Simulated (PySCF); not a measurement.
## Radial density of Pb⁷⁵⁺ (lead, charge +75)

UHF, [He] 2s2 2p3, high-spin 4S determinant. Calculation: PySCF 2.14, in an uncontracted even-tempered set (18 s from 59 bohr⁻², ratio 2.2; 13 p from 76 bohr⁻², ratio 2.2; 5 d from 280 bohr⁻², ratio 2.4; 5 f from 420 bohr⁻², ratio 2.4; 4 g from 630 bohr⁻², ratio 2.4); scalar relativity by spin-free X2C-1e.

```csv
r (bohr),4πr²ρ (e/bohr),4πr²(ρα − ρβ)
0.0131,101.2,7.4773
0.0221,67.89,22.9896
0.0372,72.33,44.8939
0.0625,71.68,39.7356
0.105,17.47,9.1019
0.177,0.3823,0.2104
0.297,0.0001881,0.0001
```

Densities and radii are taken from the X2C orbitals without a picture-change correction, which distorts them close to the nucleus.

Spin-orbit coupling, which splits the p, d and f shells strongly at this Z, is absent. Spin-orbit coupling is strong in this species (close to jj coupling), so the high-spin LS determinant is a model state, not a physical level.
